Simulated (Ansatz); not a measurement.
Reaction (cleavage of the Al–Si bond): `C[SiH](O)[AlH][OH]` + CH₃NH₂ → `C[NH][AlH][OH]` + `C[SiH2]O`

Isolated molecules relaxed with PBE0-D4/def2-TZVP in Ansatz; ΔE leaves out vibrations. CCSD(T)/CBS is the MP2 limit (def2-TZVPP, def2-QZVPP) plus CCSD(T) − MP2 in def2-TZVPP, frozen cores. This one scheme is used for every species. Functionals use def2-TZVPP. Each species was taken in one conformer, which may not be the lowest.

Task: Is it downhill or uphill in electronic energy at CCSD(T)/CBS, and by how much? (Estimate.)

Result: The calculation gave: Downhill: ΔE = -25.5 kcal/mol.

Task: What do these levels give: PBE-D4, BLYP, RPA@PBE/def2-TZVPP, CCSD(T)/def2-SVP, SCS-MP2/def2-QZVPP, HF/CBS(def2)? (Estimate.)

Result: Ansatz gave: PBE-D4 -20.7, BLYP -24.3, RPA@PBE/def2-TZVPP -25.0, CCSD(T)/def2-SVP -26.3, SCS-MP2/def2-QZVPP -27.8, HF/CBS(def2) -28.2 kcal/mol.

Task: What do rigid-rotor, harmonic-oscillator terms from PBE0-D4/def2-TZVP frequencies (298.15 K, 1 bar) make of the CCSD(T)/CBS value? (An estimate is asked.)

Result: Computed: ΔZPE = -1.5 kcal/mol, ΔH = -27.5 kcal/mol, ΔS = -12 J/(mol·K), ΔG = -26.6 kcal/mol. Modes under 50 cm⁻¹ make the entropy rough.

Largest T1 diagnostic among the species: 0.012.

Leaving LDA and LC-ωPBE aside and taking each functional with its dispersion term where it has one, the values, not all of them listed here, spread over 6.0 kcal/mol, from CAM-B3LYP-D4 to PBE-D4. LDA lies −2.1 kcal/mol from PBE without D4. From PBE to PBE0 (25 % exact exchange), in def2-TZVPP and without D4, ΔE moves by −1.3 kcal/mol.
